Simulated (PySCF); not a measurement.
# One molecule, several mistakes: Al2H4NSi cation

Calculated results; nothing here was measured. They come from PySCF 2.14.0, an open-source quantum chemistry program, on an isolated molecule that a program drew, which may never have been made. The molecule is Al2H4NSi cation (charge +1, singlet), drawn as the SMILES string `[AlH2][Al+][N]=[SiH2]`.

Each row is a Hartree-Fock (HF) and frozen-core CCSD(T) single point in the cc-pV(D+d)Z basis, meant for a local HF minimum. Run 1 is clean. Each other run has one planted mistake out of seven kinds, and not every kind appears here: one electron removed, one electron added, multiplicity raised by two, geometry at a saddle point, minimal basis STO-3G, one bond length entered in bohr, all coordinates scaled. The reference is restricted for singlets and unrestricted otherwise, and also for a bond in bohr. Adding or removing an electron swaps singlet and doublet. Electrons count all cores. HOMO and LUMO are orbital energies over both spins, the gradient is its largest component, and the lowest frequency (negative if imaginary) is given only where the gradient is small. Bond lengths are over the 7 bonds as drawn. T1 is the CCSD diagnostic: over 0.02 (restricted) or 0.045 (unrestricted) a single reference is doubtful.

Geometry of the clean run:
```xyz
8
Al2H4NSi cation, angstrom
Al   -0.0161    2.9017    2.9122
Al    1.5562    1.9526    0.9779
N     2.5481    1.3534   -0.2440
Si    3.4805    0.7890   -1.3954
H    -0.4322    4.3907    2.7092
H    -0.3405    1.8596    4.0257
H     2.9531    0.1332   -2.5948
H     4.9422    0.8794   -1.3497
```

```
run  electrons  basis functions  <S^2>  HOMO (eV)  LUMO (eV)  gradient (hartree/bohr)  lowest frequency (cm^-1)  mean bond (Å)  longest bond (Å)      T1  HF (hartree)  CCSD(T) (hartree)                     mistake
  1         50              103  0.000     -14.85      -4.06                  1.4e-05                        30         1.7122             2.667  0.0186    -829.33705         -829.74734                    no fault
  2         49              103  0.768     -19.42     -12.97                  5.2e-02                         -         1.7122             2.667  0.0270    -828.82659         -829.21660        one electron removed
  3         50              103  2.003     -11.36      -6.53                  1.2e-02                         -         1.7122             2.667  0.0258    -829.21814         -829.61340  multiplicity raised by two
  4         50              103  0.000     -15.10      -4.15                  7.4e-02                         -         1.5907             2.478  0.0156    -829.28623         -829.68643                           ?
```

**Which mistake was planted in run 4, and what did it cost?**

The mean and the longest bond both change by the same factor, 0.929, and the gradient is no longer small. So the mistake is: all coordinates scaled. Subtracting run 1 and multiplying by 627.51 kcal/mol a hartree, the energy moved by 31.9 kcal/mol in HF and 38.2 kcal/mol in CCSD(T).

